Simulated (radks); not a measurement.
Species: Ni1.75+. Configuration: [Ar] 4s2 3d(up 4.25, down 2) (fractional occupations, a model configuration). Calculated with a radial shooting solver on a logarithmic mesh with Libxc functionals: non-relativistic Kohn-Sham, PBE, spin-polarised, spherical densities, point nucleus.

Unscreened Slater integrals over Kohn-Sham orbitals (eV). They are taken over the spin-up orbitals.

F0(4s,4s): 11.028
F0(4s,3d): 13.927
G2(4s,3d): 1.4434
F0(4s,3p): 14.112
G1(4s,3p): 0.93375
F0(3d,3d): 29.027
F2(3d,3d): 13.611
F4(3d,3d): 8.5047
F0(3d,3p): 30.393
F2(3d,3p): 14.492
G1(3d,3p): 17.815
G3(3d,3p): 10.895
F0(3p,3p): 32.127
F2(3p,3p): 16.108

Derived for the open shells (J is the average intra-shell exchange parameter used in DFT+U). 3d: Racah B = F2/49 - 5 F4/441 = 0.1814 eV, C = 35 F4/441 = 0.6750 eV, C/B = 3.72, F4/F2 = 0.625, J = (F2 + F4)/14 = 1.580 eV.
